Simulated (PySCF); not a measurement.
PySCF input (M06-2X/def2-TZVPD):

```python
from pyscf import gto, scf, dft

mol = gto.M(
    atom='''
    Mg   -0.00000000   -0.00000000   -0.00000000
    C     1.61220562    0.24079058   -1.31322951
    H     2.35834342   -0.54997301   -1.18953383
    H     2.12560455    1.19413256   -1.15546417
    H     1.29099143    0.21835513   -2.35900549
    C    -1.61220562   -0.24079058    1.31322951
    H    -2.19206202   -1.13993701    1.08381383
    H    -2.30280754    0.60677307    1.26812799
    H    -1.28006984   -0.32935074    2.35206165
    ''',
    basis='def2-tzvpd',
    charge=0,
    spin=0,
    verbose=4,
)

mf = dft.RKS(mol, xc='m062x').density_fit(auxbasis='def2-universal-jkfit')
mf.grids.level = 4
mf.conv_tol = 1e-9
mf.max_cycle = 100
mf.max_memory = 1500
mf.kernel()
if not mf.converged:
    mf = mf.newton()
    mf.kernel(mf.make_rdm1())
mf.analyze()
```

End of the output:

```
Extra cycle  E= -279.844290987177  delta_E= -8.07e-12  |g|= 2.32e-06  |ddm|= 2e-05
converged SCF energy = -279.844290987177
**** SCF Summaries ****
Total Energy =                        -279.844290987176919
Nuclear Repulsion Energy =              79.256185215500722
One-electron Energy =                 -543.459475089263833
Two-electron Energy =                  184.358998886586136
Two-electron Coulomb Energy =          213.892632840785893
DFT Exchange-Correlation Energy =      -29.533633954199765
HOMO-LUMO gap [eV] =                     7.270918231265754
**** MO energy ****
MO #1   energy= -47.5453122413392  occ= 2
MO #2   energy= -10.4844740780238  occ= 2
MO #3   energy= -10.484472742919   occ= 2
MO #4   energy= -3.3022637261322   occ= 2
MO #5   energy= -1.99475681175412  occ= 2
MO #6   energy= -1.99475665164902  occ= 2
MO #7   energy= -1.98893527802144  occ= 2
MO #8   energy= -0.73447058259948  occ= 2
MO #9   energy= -0.732200263021672 occ= 2
MO #10  energy= -0.429818203856583 occ= 2
MO #11  energy= -0.429816816900085 occ= 2
MO #12  energy= -0.428483691865638 occ= 2
MO #13  energy= -0.428482335109642 occ= 2
MO #14  energy= -0.330126265454233 occ= 2
MO #15  energy= -0.27889991668426  occ= 2
MO #16  energy= -0.0116985978715495 occ= 0
MO #17  energy= -0.000385263715765329 occ= 0
MO #18  energy= -0.000384714474912152 occ= 0
MO #19  energy= 0.0189610045428402 occ= 0
MO #20  energy= 0.0590667318893887 occ= 0
MO #21  energy= 0.0590668112254677 occ= 0
MO #22  energy= 0.0751730479356797 occ= 0
MO #23  energy= 0.0896266280045922 occ= 0
MO #24  energy= 0.0967931031592673 occ= 0
MO #25  energy= 0.0967938273785192 occ= 0
MO #26  energy= 0.119748839646494  occ= 0
MO #27  energy= 0.11974911542123   occ= 0
MO #28  energy= 0.126470731074499  occ= 0
MO #29  energy= 0.138453886202562  occ= 0
MO #30  energy= 0.138454875006862  occ= 0
MO #31  energy= 0.146555049604781  occ= 0
MO #32  energy= 0.181447263931225  occ= 0
MO #33  energy= 0.181447809484983  occ= 0
MO #34  energy= 0.188133373262816  occ= 0
MO #35  energy= 0.188134653906185  occ= 0
MO #36  energy= 0.205406273425821  occ= 0
MO #37  energy= 0.234972259943681  occ= 0
MO #38  energy= 0.234972946042042  occ= 0
MO #39  energy= 0.259360119155728  occ= 0
MO #40  energy= 0.267216661575741  occ= 0
MO #41  energy= 0.267217245326949  occ= 0
MO #42  energy= 0.28957152048957   occ= 0
MO #43  energy= 0.307599519535729  occ= 0
MO #44  energy= 0.310269325167952  occ= 0
MO #45  energy= 0.312800658354628  occ= 0
MO #46  energy= 0.312800757784826  occ= 0
MO #47  energy= 0.321035274293986  occ= 0
MO #48  energy= 0.330042827335729  occ= 0
MO #49  energy= 0.330043460969965  occ= 0
MO #50  energy= 0.337462299017147  occ= 0
MO #51  energy= 0.341556875718329  occ= 0
MO #52  energy= 0.342502981769205  occ= 0
MO #53  energy= 0.34250756971748   occ= 0
MO #54  energy= 0.355424131598891  occ= 0
MO #55  energy= 0.37308204611455   occ= 0
MO #56  energy= 0.373084988957407  occ= 0
MO #57  energy= 0.380327221794113  occ= 0
MO #58  energy= 0.386017306084505  occ= 0
MO #59  energy= 0.386018180492718  occ= 0
MO #60  energy= 0.422020521777459  occ= 0
MO #61  energy= 0.423325273348498  occ= 0
MO #62  energy= 0.423325778821811  occ= 0
MO #63  energy= 0.458595362374345  occ= 0
MO #64  energy= 0.458595632493652  occ= 0
MO #65  energy= 0.494952519172219  occ= 0
MO #66  energy= 0.523232894777792  occ= 0
MO #67  energy= 0.52323500688252   occ= 0
MO #68  energy= 0.566848871219704  occ= 0
MO #69  energy= 0.566856139227524  occ= 0
MO #70  energy= 0.56821464004736   occ= 0
MO #71  energy= 0.620692504761568  occ= 0
MO #72  energy= 0.620698944943361  occ= 0
MO #73  energy= 0.627656075845678  occ= 0
MO #74  energy= 0.66286290232113   occ= 0
MO #75  energy= 0.662863547134662  occ= 0
MO #76  energy= 0.698849457077422  occ= 0
MO #77  energy= 0.736626609468122  occ= 0
MO #78  energy= 0.768566270312025  occ= 0
MO #79  energy= 0.768568772293375  occ= 0
MO #80  energy= 0.769769270628011  occ= 0
MO #81  energy= 0.769772185047514  occ= 0
MO #82  energy= 0.77329354292461   occ= 0
MO #83  energy= 0.819605910738691  occ= 0
MO #84  energy= 0.838745979739846  occ= 0
MO #85  energy= 0.838750411677073  occ= 0
MO #86  energy= 0.89358714589132   occ= 0
MO #87  energy= 0.939946526928337  occ= 0
MO #88  energy= 0.939954782886348  occ= 0
MO #89  energy= 1.02965421374738   occ= 0
MO #90  energy= 1.02966030474514   occ= 0
MO #91  energy= 1.12821004509933   occ= 0
MO #92  energy= 1.1282267759467    occ= 0
MO #93  energy= 1.20686871976263   occ= 0
MO #94  energy= 1.20977056520289   occ= 0
MO #95  energy= 1.20978383535479   occ= 0
MO #96  energy= 1.32893549827676   occ= 0
MO #97  energy= 1.68894050905812   occ= 0
MO #98  energy= 1.69145184170277   occ= 0
MO #99  energy= 1.75793273106229   occ= 0
MO #100 energy= 1.76681608580655   occ= 0
MO #101 energy= 1.76683900018904   occ= 0
MO #102 energy= 1.80564039615354   occ= 0
MO #103 energy= 1.80566604133467   occ= 0
MO #104 energy= 1.82400065217767   occ= 0
MO #105 energy= 1.83031193088724   occ= 0
MO #106 energy= 1.88811305057643   occ= 0
MO #107 energy= 1.88811918421303   occ= 0
[...]
```
